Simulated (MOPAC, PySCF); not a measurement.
CH4OSi, SMILES `O=C[SiH3]`, neutral singlet in the gas phase. 

Z-matrix (Å, degrees):
```
Si
H 1 1.4760
H 1 1.4824 2 111.28
H 1 1.4824 2 111.26 3 121.26
C 1 1.9295 2 109.59 4 119.35
O 5 1.2077 1 123.25 2 -0.47
H 5 1.1171 6 119.18 1 179.98
```
Charge 0, multiplicity 1.

All levels are single points at this geometry (B3LYP-D3(BJ)/def2-TZVP); Pople sets use spherical d functions. Orbital energies aren't observables, and empty levels follow the basis.

B3LYP-D3(BJ)/def2-TZVP in PySCF gives HOMO (eV) = -6.95.

Estimate the HOMO (eV) from each of these levels: PBE-D3(BJ)/def2-TZVP in PySCF; B3LYP/6-311+G** in PySCF; B3LYP/6-31G* in PySCF; BP86/6-31G* in PySCF; M06-2X/6-31G* in PySCF; SVWN5/6-31G* in PySCF; HF/3-21G in PySCF; HF/6-31G* in PySCF; HF/STO-3G in PySCF; AM1 in MOPAC; PM3 in MOPAC; PM6 in MOPAC.


| level | HOMO (eV) |
|---|---|
| PBE-D3(BJ)/def2-TZVP in PySCF | -5.68 |
| B3LYP/6-311+G** in PySCF | -7.00 |
| B3LYP/6-31G* in PySCF | -6.63 |
| BP86/6-31G* in PySCF | -5.47 |
| M06-2X/6-31G* in PySCF | -8.34 |
| SVWN5/6-31G* in PySCF | -5.43 |
| HF/3-21G in PySCF | -10.55 |
| HF/6-31G* in PySCF | -10.73 |
| HF/STO-3G in PySCF | -7.95 |
| AM1 in MOPAC | -9.97 |
| PM3 in MOPAC | -9.52 |
| PM6 in MOPAC | -9.08 |
